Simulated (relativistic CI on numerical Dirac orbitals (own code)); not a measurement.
## Mo²⁺: L2,3 absorption edge

Computed with this model: Dirac-Coulomb-Breit CI, separate exchange-only KLI orbitals for each configuration, a model potential for QED, multiplet model of core-to-valence dipole absorption, unscaled Slater integrals; configurations [Kr] 4d4 → [He] 2s2 2p5 3s2 3p6 3d10 4s2 4p6 4d5; 300 K; Lorentzian 1.6 eV and Gaussian 0.5 eV FWHM. Energies are those of the free ion, without screening or charge transfer. The branching ratio is the share of the lower-energy edge in the whole absorption, uncertain by about 0.02 where the edges overlap. S is read from ⟨S²⟩ = S(S + 1).

Field parameters in Wybourne normalisation: Td as Oh with Dq negative (B⁴₀ = 21Dq, B⁴₄ = √(5/14) B⁴₀). The field is a parameter set, without covalency.

free ion: ground-state S = 1.99, centroid 2547.98 eV, branching ratio 0.771. Peaks (eV, height): 2521.5 (41), 2524.0 (100), 2629.5 (33).

Td, 10Dq = -10000 cm⁻¹: ground-state S = 1.98, centroid 2551.74 eV, branching ratio 0.736. Peaks (eV, height): 2524.2 (100), 2626.5 (12), 2629.5 (33).

Td, 10Dq = -12600 cm⁻¹: ground-state S = 1.74, centroid 2549.24 eV, branching ratio 0.759. Peaks (eV, height): 2524.0 (100), 2629.5 (28).

Td, 10Dq = -15250 cm⁻¹: ground-state S = 0.10, centroid 2551.65 eV, branching ratio 0.736. Peaks (eV, height): 2523.8 (100), 2628.5 (37).

Td, 10Dq = -17900 cm⁻¹: ground-state S = 0.05, centroid 2553.45 eV, branching ratio 0.720. Peaks (eV, height): 2523.8 (100), 2628.5 (41).

The statistical ratio of this edge is 2/3 = 0.667. Values above it arise where the holes sit mainly in the j = l + 1/2 valence subshell or the ground state has high spin; values below it where core-valence Coulomb terms move weight to the upper edge, as in nearly empty shells. At deep edges of heavy elements the radial integrals of the two core levels differ, which raises the baseline.

Strongest unbroadened transitions for Td, 10Dq = -17900 cm⁻¹:

```
Energy (eV)  Relative strength
    2523.17                4.8
    2523.84              100.0
    2523.87               15.7
    2523.97               12.3
    2524.05                3.3
    2524.12                2.1
    2524.61                3.5
    2525.43                1.0
    2525.81                0.8
    2525.84                1.4
    2526.20                0.8
    2526.55                1.5
    2526.68                1.2
    2527.36                1.3
    2628.57               37.9
    2628.59               16.1
    2629.00                3.0
    2631.65                1.5
```
